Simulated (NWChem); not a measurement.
System: CH₃ClO₃Si; SMILES O=CO[Si@@H](O)Cl

NWChem printed, in part:

```
             Northwest Computational Chemistry Package (NWChem) 7.3.0
             --------------------------------------------------------

                             Geometry "geometry" -> ""
                             -------------------------

 Output coordinates in angstroms (scale by  1.889725989 to convert to a.u.)

  No.       Tag          Charge          X              Y              Z
 ---- ---------------- ---------- -------------- -------------- --------------
    1 O                    8.0000    -0.04933500    -2.10989300     1.04869300
    2 C                    6.0000     0.84312600    -1.91156500     0.26778500
    3 O                    8.0000     0.89964400    -0.89454900    -0.58460400
    4 Si                  14.0000    -0.29849100     0.32420500    -0.65568200
    5 O                    8.0000    -1.75500000    -0.30609500    -0.27231500
    6 Cl                  17.0000     0.31811400     1.78385500     0.64669600
    7 H                    1.0000     1.73088600    -2.56862300     0.16839300
    8 H                    1.0000    -0.29014200     0.84283700    -2.03097100
    9 H                    1.0000    -1.69044700    -0.96275400     0.44068800

 Effective nuclear repulsion energy (a.u.)     377.6047394715

                                 NWChem DFT Module
                                 -----------------

 Summary of "ao basis" -> "ao basis" (spherical)
 ------------------------------------------------------------------------------
       Tag                 Description            Shells   Functions and Types
 ---------------- ------------------------------  ------  ---------------------
 O                          def2-svp                 6       14   3s2p1d
 C                          def2-svp                 6       14   3s2p1d
 Si                         def2-svp                 8       18   4s3p1d
 Cl                         def2-svp                 8       18   4s3p1d
 H                          def2-svp                 3        5   2s1p

            General Information
            -------------------
          SCF calculation type: DFT
          Wavefunction type:  closed shell.
          No. of atoms     :     9
          No. of electrons :    64
           Alpha electrons :    32
            Beta electrons :    32
          Charge           :     0
          Spin multiplicity:     1
          Use of symmetry is: off; symmetry adaption is: off
          Maximum number of iterations: 150
          AO basis - number of functions:   107
                     number of shells:    49
          Convergence on energy requested:  1.00D-06
          Convergence on density requested:  1.00D-05
          Convergence on gradient requested:  5.00D-04

              XC Information
              --------------
                         B3LYP Method XC Potential
                     Hartree-Fock (Exact) Exchange  0.200
                        Slater Exchange Functional  0.800 local
                    Becke 1988 Exchange Functional  0.720 non-local
              Lee-Yang-Parr Correlation Functional  0.810
                  VWN I RPA Correlation Functional  0.190 local

             Grid Information
             ----------------
          Grid used for XC integration:  medium
          Radial quadrature: Mura-Knowles
          Angular quadrature: Lebedev.
          Tag              B.-S. Rad. Rad. Pts. Rad. Cut. Ang. Pts.
          ---              ---------- --------- --------- ---------
          O                   0.60       49          11.0       434
          C                   0.70       49          10.0       434
          Si                  1.10       88          10.0       590
          Cl                  1.00       88          12.0       590
          H                   0.35       45          11.0       434
          Grid pruning is: on
          Number of quadrature shells:   507
          Spatial weights used:  Erf1

      Superposition of Atomic Density Guess
      -------------------------------------

 Sum of atomic energies:       -1011.25817270

      Non-variational initial energy
      ------------------------------

 Total energy =   -1013.416317
 1-e energy   =   -2148.689479
 2-e energy   =     757.668423
 HOMO         =      -0.391465
 LUMO         =       0.025185

     ---------------------------------------------
      Total Density - Mulliken Population Analysis
     ---------------------------------------------

    Atom       Charge   Shell Charges
 -----------   ------   -------------------------------------------------------
    1 O    8     8.73   1.99  1.13  0.68  3.06  1.85  0.01
    2 C    6     5.10   1.99  0.89  0.22  1.45  0.45  0.11
    3 O    8     8.68   1.99  1.10  0.66  3.00  1.92  0.01
    4 Si  14    12.64   2.00  1.99  0.86  0.11  5.93  0.85  0.58  0.32
    5 O    8     8.76   1.99  1.11  0.63  3.09  1.93  0.01
    6 Cl  17    17.40   2.00  1.99  1.22  0.72  5.94  2.16  3.36  0.01
    7 H    1     0.95   0.69  0.25  0.02
    8 H    1     1.08   0.69  0.38  0.01
    9 H    1     0.66   0.51  0.09  0.06

   convergence    iter        energy       DeltaE   RMS-Dens  Diis-err
 ---------------- ----- ----------------- --------- --------- ---------
 d= 0,ls=0.0,diis     1  -1014.8440528949 -1.39D+03  1.75D-02  1.49D+00
 d= 0,ls=0.0,diis     2  -1014.5785669353  2.65D-01  1.12D-02  4.42D+00
 d= 0,ls=0.0,diis     3  -1014.9957579839 -4.17D-01  3.11D-03  2.02D-01
 d= 0,ls=0.0,diis     4  -1015.0095814836 -1.38D-02  1.18D-03  6.33D-02
 d= 0,ls=0.0,diis     5  -1015.0152997441 -5.72D-03  3.15D-04  1.64D-03
  Resetting Diis
 d= 0,ls=0.0,diis     6  -1015.0154676246 -1.68D-04  8.60D-05  9.11D-05
 d= 0,ls=0.0,diis     7  -1015.0154791206 -1.15D-05  3.39D-05  4.53D-06
 d= 0,ls=0.0,diis     8  -1015.0154786116  5.09D-07  1.87D-05  9.90D-06
 d= 0,ls=0.0,diis     9  -1015.0154796087 -9.97D-07  3.83D-06  3.73D-07

         Total DFT energy =    -1015.015479608685
      One electron energy =    -2151.415241414312
           Coulomb energy =      840.425682823067
    Exchange-Corr. energy =      -81.630660488966
 Nuclear repulsion energy =      377.604739471526

 Numeric. integr. density =       64.000010717732

                       DFT Final Molecular Orbital Analysis
                       ------------------------------------

 Vector   30  Occ=2.000000D+00  E=-3.353184D-01
              MO Center=  2.1D-01,  1.4D+00,  4.2D-01, r^2= 2.5D+00
   Bfn.  Coefficient  Atom+Function         Bfn.  Coefficient  Atom+Function
  ----- ------------  ---------------      ----- ------------  ---------------
    87      0.431636  6 Cl pz                86     -0.385005  6 Cl py
    84      0.324816  6 Cl pz                83     -0.292806  6 Cl py
    81      0.188429  6 Cl pz                80     -0.169729  6 Cl py
    98      0.127510  8 H  s                 99      0.126779  8 H  s
     5      0.116334  1 O  py                64     -0.105481  5 O  px

 Vector   31  Occ=2.000000D+00  E=-3.286395D-01
              MO Center= -2.0D-01,  9.5D-01,  3.2D-01, r^2= 3.4D+00
   Bfn.  Coefficient  Atom+Function         Bfn.  Coefficient  Atom+Function
  ----- ------------  ---------------      ----- ------------  ---------------
    85      0.501517  6 Cl px                82      0.376117  6 Cl px
    65      0.251281  5 O  py                66      0.223199  5 O  pz
    79      0.217891  6 Cl px                68      0.187449  5 O  py
    69      0.163906  5 O  pz                87     -0.148121  6 Cl pz
    84     -0.114381  6 Cl pz                32     -0.104693  3 O  px

[...]

                     NWChem Electrostatic Potential Fit Module
                     -----------------------------------------

 Atom parameters

 Number of atoms is                                    9
 Number of basis functions is                        107

 Grid parameters

 Maximum number of grid points is                  38359
 Number of grid points is                          38358
 Grid range                                     0.300000 nm
 Grid spacing                                   0.020000 nm
 Probe radius                                   0.070000 nm
 Atom radius factor                             1.000000

 Atomic radii

    1    0.100000
    6    0.147000
    8    0.136000
   14    0.187000
   17    0.169000
 FASTESP  F
  using M.O. file = ./job.movecs

    Atom              Coordinates                           Charge

                                                  ESP

    1 O    -0.004934   -0.210989    0.104869   -0.539412
    2 C     0.084313   -0.191157    0.026779    0.734066
    3 O     0.089964   -0.089455   -0.058460   -0.530597
    4 Si   -0.029849    0.032421   -0.065568    0.904058
    5 O    -0.175500   -0.030610   -0.027232   -0.653545
    6 Cl    0.031811    0.178386    0.064670   -0.231160
    7 H     0.173089   -0.256862    0.016839   -0.018223
    8 H    -0.029014    0.084284   -0.203097   -0.100744
    9 H    -0.169045   -0.096275    0.044069    0.435558
                                            ------------
                                                0.000000

 Dipole moment                                  0.694497

 Quadrupole moment Qxx                          1.987081
                   Qyy                         -1.190514
                   Qzz                         -0.796567

 RMS deviation kJ/mol                           0.061531

 RRMS %                                        30.747607
```

Level: B3LYP/def2-SVP. All runs use the structure optimised with PBE0/def2-SVP. B3LYP is NWChem's, with the RPA form of VWN correlation.

Q: Write an input that gives this output.

A: One answer among several that fit: the input that was run:
```
start job
memory heap 200 mb stack 900 mb global 1100 mb
geometry units angstroms noautosym nocenter noautoz
  O     -0.049335    -2.109893     1.048693
  C      0.843126    -1.911565     0.267785
  O      0.899644    -0.894549    -0.584604
  Si    -0.298491     0.324205    -0.655682
  O     -1.755000    -0.306095    -0.272315
  Cl     0.318114     1.783855     0.646696
  H      1.730886    -2.568623     0.168393
  H     -0.290142     0.842837    -2.030971
  H     -1.690447    -0.962754     0.440688
end
basis spherical
  O library def2-svp
  C library def2-svp
  Si library def2-svp
  Cl library def2-svp
  H library def2-svp
end
dft
  xc b3lyp
  iterations 150
  mulliken
end
task dft energy
esp
  recalculate
  probe 0.07
  range 0.3
  factor 1.0
  spacing 0.02
end
task esp
```
